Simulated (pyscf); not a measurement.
## O=Mo(=O)(Cl)–Cl (SMILES [O]=[Mo](=[O])([Cl])[Cl]), singlet

Gas-phase minimum from PySCF at ωB97X-D3(BJ)/def2-SVP, one conformer. 

SMILES: [O]=[Mo](=[O])([Cl])[Cl]
```xyz
5

O      1.7684    -0.5882    -1.1041
Mo     0.3315    -0.0531    -0.4888
O      0.0936     1.4577    -1.1134
Cl    -1.3323    -1.4174    -1.1594
Cl     0.4717     0.0717     1.7571
```
Charge 0, spin multiplicity 1.

Bonds (Å): O1–Mo2 1.652, Mo2–O3 1.652, Mo2–Cl4 2.254, Mo2–Cl5 2.254. Bond angles (°): O1–Mo2–O3 106.3, O1–Mo2–Cl4 109.6, O1–Mo2–Cl5 109.6, O3–Mo2–Cl4 109.6, O3–Mo2–Cl5 109.6, Cl4–Mo2–Cl5 112.1.

Properties at ωB97X-D3(BJ)/def2-SVP:

- Harmonic wavenumbers, unscaled = 117, 179, 213, 241, 356, 453, 465, 1083, 1119 cm⁻¹
- Zero-point energy = 6.0 kcal/mol
- Rotational symmetry number = 2
- Entropy of this conformer at 298 K and 1 atm, rigid rotor and harmonic oscillator, modes under 100 cm⁻¹ raised to 100 = 338.2 J/(mol K)
- Dipole moment = 0.88 D

Single-point totals, which compare only within one level:

| level | total energy (hartree) |
|---|---|
| ωB97X-D3(BJ)/def2-TZVP | -1139.39083 |
| PBE/def2-TZVP | -1138.88956 |
| r²SCAN/def2-TZVP | -1139.28320 |
| B3LYP-D3(BJ)/def2-TZVP | -1139.41566 |
| PBE0-D3(BJ)/def2-TZVP | -1138.88205 |
| M06-2X/def2-TZVP | -1139.12176 |
| ωB97M-D3(BJ)/def2-TZVP | -1139.42523 |

Elements past Kr carry the def2 core potentials, without spin-orbit coupling.
